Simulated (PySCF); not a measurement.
H4Sn (SMILES [SnH4]), singlet, geometry from GFN2-xTB (such geometries of metal compounds can be far from the true shape) (core potentials on Sn); B3LYP/def2-TZVP in PySCF.

PySCF was given this input:
```python
from pyscf import gto, scf, dft

mol = gto.Mole()
mol.atom = '''
    Sn    0.000000   -0.000000   -0.000000
    H    -1.092443    1.126904   -0.470603
    H     0.231785   -1.076256   -1.213574
    H    -0.560183   -0.783687    1.325459
    H     1.420841    0.733038    0.358718
'''
mol.basis = 'def2-tzvp'
mol.ecp = {'Sn': 'def2-tzvp'}
mol.charge = 0
mol.spin = 0
mol.verbose = 4
mol.build()

mf = dft.RKS(mol)
mf.xc = 'b3lyp'
mf.kernel()
mf.analyze()
```

What the program printed (banner, timings and long lists left out):

```
PySCF version 2.14.0

[INPUT] verbose = 4
[INPUT] num. atoms = 5
[INPUT] num. electrons = 26
[INPUT] charge = 0
[INPUT] spin (= nelec alpha-beta = 2S) = 0
[INPUT] symmetry False subgroup None
[INPUT] Mole.unit = angstrom
[INPUT] Symbol           X                Y                Z      unit          X                Y                Z       unit  Magmom
[INPUT]  1 Sn     0.000000000000   0.000000000000   0.000000000000 AA    0.000000000000   0.000000000000   0.000000000000 Bohr   0.0
[INPUT]  2 H     -1.092443000000   1.126904000000  -0.470603000000 AA   -2.064418076698   2.129539928677  -0.889310783399 Bohr   0.0
[INPUT]  3 H      0.231785000000  -1.076256000000  -1.213574000000 AA    0.438010169782  -2.033829079920  -2.293322491893 Bohr   0.0
[INPUT]  4 H     -0.560183000000  -0.783687000000   1.325459000000 AA   -1.058592449637  -1.480953797382   2.504754499340 Bohr   0.0
[INPUT]  5 H      1.420841000000   0.733038000000   0.358718000000 AA    2.685000356553   1.385241058899   0.677878775952 Bohr   0.0

nuclear repulsion = 29.6067997377712
number of shells = 32
number of NR pGTOs = 123
number of NR cGTOs = 74
basis = def2-tzvp
ecp = {'Sn': 'def2-tzvp'}

******** <class 'pyscf.dft.rks.RKS'> ********
method = RKS
initial guess = minao
damping factor = 0
level_shift factor = 0
DIIS = <class 'pyscf.scf.diis.CDIIS'>
diis_start_cycle = 1
diis_space = 8
diis_damp = 0
SCF conv_tol = 1e-09
SCF conv_tol_grad = None
SCF max_cycles = 50
direct_scf = True
direct_scf_tol = 1e-13
XC library pyscf.dft.libxc version 7.1.2
    S. Lehtola, C. Steigemann, M. J. T. Oliveira, and M. A. L. Marques,  SoftwareX 7, 1–5 (2018)
XC functionals = b3lyp
    P. J. Stephens, F. J. Devlin, C. F. Chabalowski, and M. J. Frisch,  J. Phys. Chem. 98, 11623 (1994)
radial grids:
    Treutler-Ahlrichs [JCP 102, 346 (1995); DOI:10.1063/1.469408] (M4) radial grids

becke partition: Becke, JCP 88, 2547 (1988); DOI:10.1063/1.454033
pruning grids: <function nwchem_prune>
grids dens level: 3
symmetrized grids: False
atomic radii adjust function: <function treutler_atomic_radii_adjust>
small_rho_cutoff = 0
Set gradient conv threshold to 3.16228e-05
Initial guess from minao.
tot grids = 61192
init E= -179.738877038684
  HOMO = -0.820019584806024  LUMO = -0.415023630403606  gap/eV = 11.02050
cycle= 1 E= -215.559047361608  delta_E= -35.8  |g|= 2.55  |ddm|= 31.4
  HOMO = -0.138790584895611  LUMO = 0.0893017239365549  gap/eV = 6.20671
cycle= 2 E= -214.75186329054  delta_E= 0.807  |g|= 3.88  |ddm|= 6.87
  HOMO = -0.315543607895754  LUMO = 0.0341752093511646  gap/eV = 9.51633
cycle= 3 E= -216.736421410707  delta_E= -1.98  |g|= 0.156  |ddm|= 2.63
  HOMO = -0.334113717262358  LUMO = 0.0238206876392524  gap/eV = 9.73989
cycle= 4 E= -216.741809155911  delta_E= -0.00539  |g|= 0.0189  |ddm|= 0.25
  HOMO = -0.332997182735775  LUMO = 0.0251202107658161  gap/eV = 9.74487
cycle= 5 E= -216.741954728922  delta_E= -0.000146  |g|= 0.0021  |ddm|= 0.0433
  HOMO = -0.333292777065285  LUMO = 0.0249572844768141  gap/eV = 9.74848
cycle= 6 E= -216.741956020624  delta_E= -1.29e-06  |g|= 9.66e-05  |ddm|= 0.00388
  HOMO = -0.33324229351552  LUMO = 0.0249838274413008  gap/eV = 9.74783
cycle= 7 E= -216.741956023728  delta_E= -3.1e-09  |g|= 1.16e-05  |ddm|= 0.000154
  HOMO = -0.333246045678453  LUMO = 0.0249819251447085  gap/eV = 9.74788
cycle= 8 E= -216.741956023778  delta_E= -5.01e-11  |g|= 6.34e-07  |ddm|= 2.87e-05
  HOMO = -0.33324586044893  LUMO = 0.0249820282982069  gap/eV = 9.74788
Extra cycle  E= -216.741956023778  delta_E= 5.12e-13  |g|= 5.94e-07  |ddm|= 1.33e-06
converged SCF energy = -216.741956023778
**** SCF Summaries ****
Total Energy =                        -216.741956023777789
Nuclear Repulsion Energy =              29.606799737771215
One-electron Energy =                 -437.460685457919453
Two-electron Energy =                  191.111929696370453
Two-electron Coulomb Energy =          210.727428419266886
DFT Exchange-Correlation Energy =      -19.615498722896437
HOMO-LUMO gap [eV] =                     9.747877363827961
**** MO energy ****
MO #1   energy= -5.09208781994974  occ= 2
MO #2   energy= -3.43228983305525  occ= 2
MO #3   energy= -3.43228983153808  occ= 2
MO #4   energy= -3.43228981879318  occ= 2
MO #5   energy= -1.0191595944575   occ= 2
MO #6   energy= -1.01915958248005  occ= 2
MO #7   energy= -1.01915956406489  occ= 2
MO #8   energy= -1.01252347835149  occ= 2
MO #9   energy= -1.01252347154376  occ= 2
MO #10  energy= -0.536275352552376 occ= 2
MO #11  energy= -0.333245992145395 occ= 2
MO #12  energy= -0.333245903905781 occ= 2
MO #13  energy= -0.33324586044893  occ= 2
MO #14  energy= 0.0249820282982069 occ= 0
MO #15  energy= 0.024982116324728  occ= 0
MO #16  energy= 0.0249822885734608 occ= 0
MO #17  energy= 0.0325810815715899 occ= 0
MO #18  energy= 0.096814985726597  occ= 0
MO #19  energy= 0.0968150702417563 occ= 0
MO #20  energy= 0.0968151397507402 occ= 0
MO #21  energy= 0.155154068598247  occ= 0
Dipole moment(X, Y, Z, Debye): -0.00000,  0.00000, -0.00000
```
